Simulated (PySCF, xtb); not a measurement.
BeBrHS, SMILES [Br][Be][SH]. Other conformers were not sampled.

Harmonic wavenumbers (cm⁻¹) from GFN2-xTB (xtb) at its own minimum, in rising order: 150, 187, 307, 487, 982, 2497.

Q: What does PBE0-D3(BJ)/def2-TZVP run with PySCF 2.14.0 give at its own minimum? (Estimate from the structure and the level; the computed values follow.)

A: 189, 220, 307, 635, 1021, 2696. Paired by order, the mean absolute difference is 76 cm⁻¹ and the zero-point energies are 6.6 and 7.2 kcal/mol.
